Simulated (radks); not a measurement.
Initial-state core-level shifts of the iridium ion Ir2+ when its valence configuration changes from [Xe] 4f14 5d7. Method: Dirac Kohn-Sham, LDA (Slater exchange, Perdew-Wang correlation), spin-unpolarised, spherical densities, finite nucleus; open shells are shared between the two j in proportion to 2j + 1; Fermi nuclear charge, rms radius 5.4032 fm; computed with a radial shooting solver on a logarithmic mesh with Libxc functionals. Shifts are changes of the shell-averaged eigenvalues in eV (positive: less bound); the change of the density at the nucleus, which sets a Mossbauer isomer shift, is in e/bohr^3, on a base of 1.813e+06.

| valence | 1s | 3p | 4d | 5s | density at nucleus |
|---|---|---|---|---|---|
| 4f14 5d6 6p1 | -5.039 | -5.124 | -5.102 | -4.891 | +15.0 |
| 4f13 5d6 6s1 6p1 | -20.514 | -23.578 | -20.709 | -13.010 | +342.5 |
| 4f13.5 5d6 6s1 6p0.5 | -11.872 | -13.433 | -12.040 | -8.160 | +257.9 |
| 4f13 5d8 | -11.454 | -14.315 | -11.532 | -4.355 | +125.3 |
| 4f12 5d8 6s1 | -27.190 | -33.228 | -27.233 | -12.261 | +446.3 |
| 4f13.5 5d7 6p0.5 | -8.216 | -9.664 | -8.308 | -4.663 | +69.0 |
| 4f14 5d5 6s2 | -7.151 | -7.372 | -7.313 | -6.880 | +377.1 |
| 4f13 5d7 6s1 | -15.099 | -18.073 | -15.255 | -7.858 | +308.5 |
| 4f13 5d7 6p1 | -16.679 | -19.627 | -16.810 | -9.395 | +141.0 |
